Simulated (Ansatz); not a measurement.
`[SiH3][O][GaH][O][SiH3]` at its PBE0-D4/def2-TZVP geometry, where that method's forces vanish. The species carries charge 0 and has multiplicity 1.

```csv
atom,x (Å),y (Å),z (Å)
Si1,-1.426,0.021,-1.556
O2,-0.280,1.163,-1.334
Ga3,1.133,1.522,-0.326
O4,1.437,0.390,1.004
Si5,0.770,-0.903,1.746
H6,-0.890,-1.340,-1.272
H7,-2.590,0.264,-0.662
H8,-1.883,0.068,-2.970
H9,2.037,2.738,-0.588
H10,1.234,-2.166,1.113
H11,1.175,-0.899,3.176
H12,-0.718,-0.857,1.670
```

Problem. For each bond, give half the difference of the two atoms' forces along it (eV/Å; positive pushes the atoms apart) under PBE-D4, r2SCAN-D4, B3LYP-D4, ωB97M-V in def2-TZVPP. (Estimate.)

Solution. The calculation gave: 
```
   bond  length (Å)  PBE-D4  r2SCAN-D4  B3LYP-D4  ωB97M-V
 Si1–O2       1.633    0.31       0.09      0.10     0.14
 Si1–H6       1.490   -0.01      -0.04     -0.09    -0.11
 Si1–H7       1.488    0.01      -0.04     -0.09    -0.14
 Si1–H8       1.486    0.03      -0.03     -0.10    -0.15
 O2–Ga3       1.772    0.13       0.02      0.15     0.09
 Ga3–O4       1.772    0.12       0.02      0.15     0.09
 Ga3–H9       1.538   -0.17      -0.16     -0.20    -0.22
 O4–Si5       1.633    0.31       0.09      0.10     0.14
Si5–H10       1.488    0.01      -0.04     -0.09    -0.14
Si5–H11       1.486    0.03      -0.03     -0.10    -0.15
Si5–H12       1.490   -0.01      -0.04     -0.09    -0.11
```

B3LYP here is the variant with VWN-RPA as its local correlation; programs differ in this.

All numbers were calculated with Ansatz.
